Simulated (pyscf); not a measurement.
PySCF, gas phase, ωB97X-D3(BJ)/def2-SVP geometries. MP2 and CC: frozen core, UHF for open shells. ΔMP2 is the change of the MP2 total energy from the triple- to the quadruple-zeta basis.

For the elementary gas-phase step HSe–CH₂–SeH → H₂C=Se + H₂Se (singlet surface; C–Se, C–H, H–Se broken, C–H, H–Se formed), what barrier and reaction energy does CCSD(T)/def2-TZVPP + ΔMP2(QZVPP) give, measured from the reactant's lowest minimum found?

ΔE‡ = 346.6 kJ/mol, ΔE = +102.3 kJ/mol. Zero-point energy shifts the barrier by -9.5 kJ/mol. It is a multi-bond step, with an imaginary mode of 984i cm⁻¹. The same reactants have a lower exit, to SeH• + •H₂C–SeH (no saddle counted: cutting one bond costs +259.0 kJ/mol at ωB97M-D3(BJ), against +345.5 kJ/mol here). HSe–CH₂–SeH lies 63.6 kJ/mol over its isomer H₃C–Se–SeH, and others may lie lower still (electronic energy, ωB97M-D3(BJ)). This is the saddle that the search found; another between the same sides may lie lower. The CCSD(T) − MP2 part came from Ansatz, without density fitting, on the same reference. The frozen core leaves the outer d or s,p core shells of the metals and heavy elements correlated in the MP2 and CC values, and def2-TZVPP describes them poorly, which can shift differences by a few kcal/mol. Elements up to Kr have no core potential and no relativistic terms here.
